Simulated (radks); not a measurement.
Sc+, 20 electrons, occupied as [Ar] 3d0.5 4s1 4p0.5 (fractional occupations, a model configuration).

Method: scalar-relativistic Kohn-Sham, PBE, spin-unpolarised, spherical densities, point nucleus; computed with a radial shooting solver on a logarithmic mesh with Libxc functionals.

Energy parts (hartree):
total: -763.72106
kinetic: 769.54912
electron-nucleus: -1806.99942
Hartree: 312.32191
exchange-correlation: -38.59268

Orbitals (lengths in bohr, moments of r in powers of bohr; r(max) is where P^2 peaks):
orbital  occ.  eigenvalue (hartree)      <r^4>   r(max)
1s          2             -161.9784  0.0001326  0.04780
2s          2             -17.82544    0.03448   0.2836
2p          6             -14.66127    0.02835   0.2324
3s          2              -2.39823      2.790   0.9247
3p          6              -1.60592      4.269   0.9643
3d        0.5              -0.45863      24.65    1.059
4s          1              -0.39739      220.5    2.851
4p        0.5              -0.26333      486.3    3.417

The highest occupied level is 4p at -7.166 eV. Summed over all electrons, <r^2> = 35.43 bohr^2, which gives a Langevin (diamagnetic) susceptibility term of -28.1 x 10^-6 cm^3/mol.
